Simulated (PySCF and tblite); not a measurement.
The numbers below are computed, except where a source is named.
System: C6H10Ge, numbered as in [CH3:1][C:2]1=[CH:3][C@@H:4]([GeH3:5])[CH:6]=[CH:7]1.

Motion: shift of Ge5 from C4 to C6. GFN2-xTB gives an electronic barrier of 10.0 kcal/mol.

Spin–orbit effects of heavy atoms on shieldings are missing.

What does PBE0/pcSseg-1 + D3(BJ) give on B3LYP-D3(BJ)/def2-SVP geometries?

A barrier of 13.1 kcal/mol, 3.1 above the tight-binding barrier (from unrounded values) and, with GFN2-xTB thermal terms, ΔG‡(298 K) = 12.8 kcal/mol and k = 2720 s⁻¹ (1 equivalent path).

And the level of the geometries itself, B3LYP-D3(BJ)/def2-SVP?

14.0 kcal/mol.

Programs: tblite and PySCF.
